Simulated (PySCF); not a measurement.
SMILES F[Si](F)(F)[SiH2][Si](F)(F)F (H2F6Si3) (PBE0/def2-SVP optimised geometry):

```
11

Si    -0.325    -2.281    -1.888
F      0.311    -1.668    -3.227
F      0.061    -3.837    -1.840
F     -1.920    -2.182    -2.020
Si     0.434    -1.157     0.000
Si    -0.323     1.041     0.000
F      0.173     1.826     1.308
F     -1.925     1.106    -0.025
F      0.213     1.846    -1.279
H     -0.097    -1.846     1.212
H      1.925    -1.157     0.000
```

Computed with PBE0/def2-TZVP (PySCF).

Task: What are the frontier orbital energies and the dipole moment?

Result: HOMO-2 -11.07 eV, HOMO-1 -10.23 eV, HOMO -9.72 eV, LUMO -1.31 eV, LUMO+1 -1.12 eV; dipole moment 2.20 D.

Meta-Löwdin charges at PBE0/def2-TZVP: Si1 1.48, F2 -0.48, F3 -0.48, F4 -0.48, Si5 -0.01, Si6 1.48, F7 -0.48, F8 -0.48, F9 -0.48, H10 -0.03, H11 -0.03.
